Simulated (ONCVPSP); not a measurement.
**Hf (Z = 72): excitation energies, all-electron against ONCV**

Hf (Z = 72), optimised norm-conserving Vanderbilt (ONCV), made with ONCVPSP 4.0.1 (PBE, fully relativistic). Core [Kr] 4d10 4f14, reference 5s2 5p6 5d2 6s1 6p1. Waves: 5s+6s: rc 1.90 bohr, ncon 4, nbas 7, qcut 7.6 1/bohr, 2 projectors; 5p+6p: rc 2.25 bohr, ncon 4, nbas 7, qcut 5.2 1/bohr, 2 projectors; 5d: rc 2.25 bohr, ncon 4, nbas 9, qcut 7.3 1/bohr, 3 projectors, debl 3.2 Ha. Local part: polynomial inside 1.30 bohr (lpopt 1, dvloc0 0 Ha). Core correction: Teter function, fcfact 3.75, rcfact 1.2.

Open shells are filled in proportion to 2j + 1.

Energies are relative to the spin-unpolarised reference configuration 5s2 5p6 5d2 6s1 6p1; without spin polarisation the order of configurations can differ from experiment.

```
valence configuration  charge  ΔE all-electron (eV)  error AE − PS (meV)
  5s2 5p6 5d2 6s2 6p0       0                -3.799                 +1.5
  5s2 5p6 5d2 6s1 6p0      +1                 4.181                 +1.6
```

**Question.** What are ΔE and the potential's error for 5s2 5p6 5d2 6s0 6p0?

**Answer.** ΔE = 18.362 eV all-electron; the error (AE − PS) is +18 meV.

**Question.** What are ΔE and the potential's error for 5s2 5p6 5d3 6s0 6p0?

**Answer.** ΔE = 6.193 eV all-electron; the error (AE − PS) is +2.0 meV.
